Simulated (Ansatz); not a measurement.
Frontier orbitals of `C[Si](C)(C)[InH2]`.

| atom | x (Å) | y (Å) | z (Å) |
| --- | --- | --- | --- |
| C1 | -0.1783 | -1.5348 | -1.0966 |
| Si2 | -0.0370 | -0.0146 | 0.0051 |
| C3 | 0.5869 | -0.5581 | 1.6983 |
| C4 | -1.7427 | 0.7517 | 0.2077 |
| In5 | 1.6426 | 1.6714 | -1.0105 |
| H6 | -0.8577 | -2.2658 | -0.6464 |
| H7 | -0.5702 | -1.2812 | -2.0848 |
| H8 | 0.7921 | -2.0175 | -1.2351 |
| H9 | 0.6632 | 0.2840 | 2.3906 |
| H10 | 1.5704 | -1.0296 | 1.6311 |
| H11 | -0.1046 | -1.2861 | 2.1352 |
| H12 | -2.1569 | 1.0643 | -0.7541 |
| H13 | -2.4357 | 0.0307 | 0.6532 |
| H14 | -1.7088 | 1.6311 | 0.8554 |
| H15 | 3.2022 | 1.1766 | -1.6033 |
| H16 | 1.3346 | 3.3778 | -1.1457 |

Total charge 0; spin multiplicity 1. Correlated methods include outer-core shells of In, which these sets cover unevenly. In takes the def2 core potential. The structure was optimised at the PBE0-D4/def2-TZVP level. Basis def2-TZVPP, Ansatz 0.2.0.

| functional | HOMO (eV) | LUMO (eV) | gap (eV) |
| --- | --- | --- | --- |
| LDA (SPW92) | -5.74 | -2.83 | 2.91 |
| PBE | -5.63 | -2.58 | 3.05 |
| revPBE | -5.58 | -2.46 | 3.12 |
| r2SCAN | -5.83 | -2.35 | 3.48 |
| PBE0 | -6.62 | -1.86 | 4.76 |
| r2SCANh | -6.20 | -2.10 | 4.10 |
| CAM-B3LYP | -7.85 | -1.05 | 6.80 |
| ωB97X-V | -8.79 | -0.10 | 8.69 |
| ωB97M-V | -8.62 | -0.38 | 8.24 |

Against PBE, PBE0 changes HOMO and LUMO by −1.00 and +0.72 eV, ωB97M-V by −2.99 and +2.20 eV. A gap of 3.05 eV thus becomes 8.23 eV for the same molecule, so an orbital gap means little without its functional.
